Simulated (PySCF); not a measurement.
Compound: C₃H₄F₂OSi.
Geometry (GFN2-xTB, Å), atoms numbered from 1 in this order:
```xyz
11
C3H4F2OSi angstrom
C      1.3628    1.0203    0.5024
C      1.3273   -0.2978    0.3465
C      0.0821   -1.0701    0.2064
O      0.1094   -2.2857    0.1399
Si    -1.6284   -0.1936    0.1089
F     -1.8796    0.7027    1.4133
F     -1.6169    0.9232   -1.0402
H      0.4669    1.6193    0.5349
H      2.2941    1.5517    0.6076
H      2.2332   -0.8901    0.3226
H     -2.7455   -1.0771   -0.0884
```

Theory: TDDFT B3LYP/def2-SVPD, vertical, gas phase, core orbitals frozen in the response (PySCF 2.14.0, density-fitted response routines).

Transition dipole moments from the ground state, in atomic units and in the frame of the coordinates above (overall signs are arbitrary), for the states with f of 0.002 or more among the lowest 6:

```
state  E (hartree)      μx      μy      μz
   S2       0.2089   0.247   0.396   0.110
   S3       0.2101   0.625   1.060   0.123
   S5       0.2451   0.326   0.189   0.047
   S6       0.2660  -0.119  -0.055  -0.011
```

Q: What oscillator strength does each state have?

A: f = (2/3) ΔE |μ|² with ΔE in hartree (27.2114 eV).

| state | \|μ\|² (au) | \|μ\| (D) | f |
| --- | --- | --- | --- |
| S2 | 0.230 | 1.22 | 0.032 |
| S3 | 1.529 | 3.14 | 0.214 |
| S5 | 0.144 | 0.96 | 0.024 |
| S6 | 0.017 | 0.33 | 0.003 |

Q: What angle do the transition dipoles of S2 and S3 make?

A: |cos θ| = |μa·μb| / (|μa| |μb|) = 0.99, so θ ≈ 8° (taken between 0 and 90°, since the signs are arbitrary).

Q: How is the summed strength of these states shared among x, y and z?

A: (2/3) Σ ΔE μα² gives 0.083 for x, 0.186 for y and 0.004 for z, 0.273 in all.

Q: What peak molar absorption coefficient would the strongest computed level give as a lone Gaussian band 0.5 eV wide at half height?

A: ε(max) = 2.175×10⁸ f / FWHM, with the width in cm⁻¹. S3: 2.175×10⁸ × 0.2142 / 4033 ≈ 12000 L mol⁻¹ cm⁻¹.

Time: 28 s (grids of density and orbitals included); peak memory 0.71 GiB. Hardware: an Arm Neoverse V2 with one thread, no GPU, shared host with 192 logical CPUs at a one-minute load of 75.

One conformer stands for the species.
